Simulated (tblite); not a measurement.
C7H11S (doublet state).
Numbering: `[S:1][CH2:2][C@H:3]1[CH2:4][C@@H:5]2[CH2:6][C@@H:7]2[CH2:8]1` (hydrogens: H9, H10 on C2; H11 on C3; H12, H13 on C4; H14 on C5; H15, H16 on C6; H17 on C7; H18, H19 on C8)

Structure optimised with GFN2-xTB, isolated species. This method treats the open shell by occupation alone, without spin polarisation.

(1) What internal coordinates does the optimisation give?

Answers

(1) 
| bond | length (Å) |
| --- | --- |
| S1–C2 | 1.799 |
| C2–C3 | 1.524 |
| C3–C4, C3–C8 | 1.539 |
| C4–C5, C7–C8 | 1.512 |
| C5–C6, C6–C7 | 1.500 |
| C5–C7 | 1.501 |
| C2–H9, C2–H10 | 1.092 |
| C3–H11 | 1.093 |
| C4–H12, C8–H19 | 1.093 |
| C4–H13, C8–H18 | 1.091 |
| C5–H14, C7–H17 | 1.080 |
| C6–H15 | 1.078 |
| C6–H16 | 1.080 |

Bonds in one row agree within 0.01 Å and their mean is given. A selection of angles:
| angle | degrees |
| --- | --- |
| S1–C2–C3 | 112.1 |
| S1–C2–H9 | 106.9 |
| C3–C2–H9 | 110.6 |
| H9–C2–H10 | 108.9 |
| C2–C3–C4 | 112.6 |
| C2–C3–C8 | 112.0 |
| C2–C3–H11 | 107.9 |
| C4–C3–C8 | 105.6 |
| C4–C3–H11 | 109.3 |
| C3–C4–C5 | 105.1 |
| C3–C4–H12 | 110.2 |
| C3–C4–H13 | 111.4 |
| C5–C4–H12 | 109.3 |
| C5–C4–H13 | 112.9 |
| H12–C4–H13 | 107.9 |
| C4–C5–C6 | 117.0 |
| C4–C5–C7 | 108.3 |
| C4–C5–H14 | 117.5 |
| C6–C5–C7 | 60.0 |
| C6–C5–H14 | 119.1 |
| C7–C5–H14 | 122.0 |
| C5–C6–C7 | 60.0 |
| C5–C6–H15 | 119.2 |
| C5–C6–H16 | 117.5 |
| H15–C6–H16 | 113.5 |

Torsions: S1–C2–C3–C4 65° (synclinal); C2–C3–C4–C5 149° (anticlinal); C3–C4–C5–C6 48° (synclinal); C4–C5–C6–C7 -96° (anticlinal); C5–C6–C7–C8 97° (anticlinal); C6–C7–C8–C3 -49° (synclinal); C2–C3–C8–C7 -149° (anticlinal); C4–C5–C7–C6 111° (anticlinal).

All internal angles of the 3-membered ring C5–C6–C7 are 60.0°. The C–C distances run from 1.499 Å (C5–C6, drawn single) to 1.540 Å (C3–C8, drawn single), a spread of 0.041 Å. Of the pairs four or more bonds apart, C3···H15 is among the closest relative to their van der Waals radii: 2.70 Å, 93 % of the sum of Bondi's values. The 5-membered ring C3–C4–C5–C7–C8 has internal angles of 105.0° to 108.4°; it is puckered, 0.12 Å rms from its mean plane, widest ring torsion 27°.

Point group: C1 (no symmetry element, even within 0.4 Å). Its GFN2-xTB frequencies are all real (lowest 71 cm⁻¹).

One conformer stands for the species.

These are computed values.
